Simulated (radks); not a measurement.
Problem. Excited configurations of the praseodymium ion Pr+: one electron is placed in a higher orbital outside [Xe] 4f3. The ground configuration is [Xe] 4f3 6s1. Calculated with a radial shooting solver on a logarithmic mesh with Libxc functionals: scalar-relativistic Kohn-Sham, LDA (Slater exchange, Perdew-Wang correlation), spin-polarised, spherical densities, finite nucleus; open shells are filled with parallel spins first (spin-orbit coupling, left out, can overturn this in heavy ions); Fermi nuclear charge, rms radius 4.8919 fm. Excitation = E - E(ground); binding = E(ion) - E, where the ion is the core of charge +2; n* = 2/sqrt(2 binding) in atomic units, and the quantum defect is n - n*.

| outer orbital | excitation (eV) | binding (eV) | n* | quantum defect | eigenvalue (eV) | <r> (bohr) |
|---|---|---|---|---|---|---|
| 5d | 0.917 | 10.140 | 2.317 | 2.683 | -6.662 | 2.991 |
| 5f | 7.485 | 3.572 | 3.903 | 1.097 | -2.580 | 8.532 |
| 6p | 3.053 | 8.004 | 2.608 | 3.392 | -6.161 | 4.963 |
| 6d | 6.340 | 4.717 | 3.397 | 2.603 | -3.601 | 7.638 |
| 7s | 5.747 | 5.310 | 3.201 | 3.799 | -4.257 | 8.082 |
| 7d | 8.174 | 2.883 | 4.345 | 2.655 | -2.281 | 13.42 |

Estimate the row for 7p.

Solution. excitation (eV) 6.793; binding (eV) 4.265; n* 3.572; quantum defect 3.428; eigenvalue (eV) -3.386; <r> (bohr) 9.607. The Delta-SCF ionisation energy is 11.057 eV (NIST Atomic Spectra Database: 10.63 eV, semi-empirical). Self-interaction in the functional shifts the binding energies and quantum defects, so they are the method's values and not measured ones. Open shells are spherical and high-spin; term and fine-structure splittings are not resolved. Spin-orbit splitting is averaged out at the scalar-relativistic level.
